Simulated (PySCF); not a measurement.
## Spinor energies of Si⁺ (silicon, charge +1)

Start: [Ne] 3s2 3p1; 3p1/2 filled at m_j = +1/2. Calculated with PySCF 2.14 in an uncontracted even-tempered set (22 s from 0.026 bohr⁻², ratio 2.4; 15 p from 0.034 bohr⁻², ratio 2.4; 6 d from 0.41 bohr⁻², ratio 2.6; 5 f from 0.61 bohr⁻², ratio 2.6): generalised Hartree-Fock with the X2C-1e Hamiltonian and a Gaussian nucleus; spin-orbit coupling (SO) screened by Boettger's factors.

| spinor shell | electrons | ε, screened SO (eV) | weight of nominal j (screened SO) | rms radius, screened SO (bohr) |
| --- | --- | --- | --- | --- |
| 1s1/2 | 2 | -1886.7 | 1.000 | 0.129 |
| 2s1/2 | 2 | -177.83 | 1.000 | 0.612 |
| 2p1/2 | 2 | -125.98 | 0.983 | 0.597 |
| 2p3/2 | 4 | -124.96 | 0.991 | 0.600 |
| 3s1/2 | 2 | -22.909 | 0.996 | 2.24 |
| 3p1/2 | 1 | -16.252 | 0.926 | 2.64 |

```csv
quantity,screened SO
E (hartree),-289.18431
M_J,1/2
⟨J²⟩,0.987
⟨L²⟩,2.043
⟨S²⟩,0.764
```

Each row is a mean over spinors that exchange with the open shell spreads, by up to 0.751 eV (2p1/2).

⟨J²⟩ departs a little from M_J(M_J + 1) because the unrestricted spinors polarise the closed shells.
